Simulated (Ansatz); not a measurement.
Computed with Ansatz.

Basis-set series for C2H7GaTe, SMILES `[CH3][Ga]([CH3])[TeH]`. The species carries charge 0 and has multiplicity 1. Te takes the def2 core potential. The geometry is a stationary point of PBE0-D4/def2-TZVP.

```csv
functional,basis,functions,energy (Eh),HOMO (eV),LUMO (eV)
PBE0-D4,def2-SVP,121,-2272.69609,-6.36,-0.80
PBE0-D4,def2-TZVPP,258,-2273.04375,-6.46,-0.87
ωB97M-V,def2-SVP,121,-2272.83418,-8.38,0.88
ωB97M-V,def2-TZVPP,258,-2273.18800,-8.50,0.79
```

Task: Give the rows for def2-QZVPP. (Estimate.)

Result: The calculation gave: 
| functional | basis | functions | energy (Eh) | HOMO (eV) | LUMO (eV) |
| --- | --- | --- | --- | --- | --- |
| PBE0-D4 | def2-QZVPP | 495 | -2273.09345 | -6.47 | -0.90 |
| ωB97M-V | def2-QZVPP | 495 | -2273.23655 | -8.51 | 0.66 |

Positive LUMOs are unbound and depend on the basis. Scalar relativity is left out up to krypton.
